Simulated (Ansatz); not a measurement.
A series at Sb: from trimethylantimony, ligands are replaced one by one, each step taking up H₂ and setting free CH₄; n counts the steps. Ansatz, PBE0-D4/def2-TZVP geometries.

CBS adds triple-zeta CCSD(T) − MP2 to the MP2 limit, frozen cores; atoms without spin–orbit coupling. Elements past krypton have def2 core potentials. Outer-core shells of Sb are correlated without core-valence functions. Spin–orbit coupling is left out.

| n | molecule | atomization energy, CCSD(T)/CBS (kJ/mol) |
| --- | --- | --- |
| 0 | `[CH3][Sb]([CH3])[CH3]` | ? |
| 1 | `[CH3][SbH][CH3]` | 3337.6 |
| 2 | `[CH3][SbH2]` | 2081.8 |
| 3 | `[SbH3]` | 830.1 |

Problem. By hand: fit a straight line y = ȳ + b (n − n̄) to the 3 given rows and predict n = 0.

Solution. n̄ = 2.000, ȳ = 2083.17; Σ(n − n̄)(y − ȳ) = -2507.50, Σ(n − n̄)² = 2.000, so b = -1253.75 kJ/mol a step. Prediction: 2083.17 + (-1253.75) × (-2.000) = 4590.7 kJ/mol.

Problem. By hand: compare with the computed value, 4598.1 kJ/mol, and give the steps along the whole series.

Solution. The line misses by 7.4 kJ/mol (computed minus predicted). Steps: -1260.5, -1255.8, -1251.7 kJ/mol.

The steps differ by at most 8.8 kJ/mol, 0.7 % of a mean step, so the ligands' effects nearly add and a line is close. The miss is 0.2 % of the series' range. The energies themselves are unsure by some kJ/mol a bond, though much of that is common to the series.
